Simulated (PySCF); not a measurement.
SMILES C(C)B(CC)Br (C4H10BBr) (GFN2-xTB optimised geometry):

```
16

B      0.379    -0.545     0.000
Br     2.264    -0.545     0.000
C     -0.419     0.818     0.000
C      0.411     2.104     0.003
H     -1.093     0.833     0.865
H     -1.090     0.835    -0.867
H      1.050     2.153    -0.877
H      1.049     2.150     0.883
H     -0.234     2.980     0.003
C     -0.337    -1.955     0.002
C     -1.867    -1.961    -0.013
H      0.002    -2.524     0.877
H      0.020    -2.539    -0.855
H     -2.246    -1.462    -0.902
H     -2.264    -1.447     0.860
H     -2.247    -2.980    -0.008
```

Method: PBE0/def2-TZVP run with PySCF.

Q: What are the frontier orbital energies and the dipole moment?

A: HOMO-2 -8.95 eV, HOMO-1 -8.69 eV, HOMO -7.77 eV, LUMO -0.88 eV, LUMO+1 0.75 eV; dipole moment 1.45 D.

On the same geometry PBE/def2-TZVP (PySCF) gives HOMO-2 -7.56 eV, HOMO-1 -7.44 eV, HOMO -6.49 eV, LUMO -1.84 eV, LUMO+1 0.02 eV; dipole moment 1.35 D.

Meta-Löwdin charges at PBE0/def2-TZVP: B1 0.18, Br2 -0.08, C3 -0.31, C4 -0.34, H5 0.13, H6 0.13, H7 0.12, H8 0.12, H9 0.11, C10 -0.32, C11 -0.34, H12 0.13, H13 0.13, H14 0.11, H15 0.11, H16 0.12.
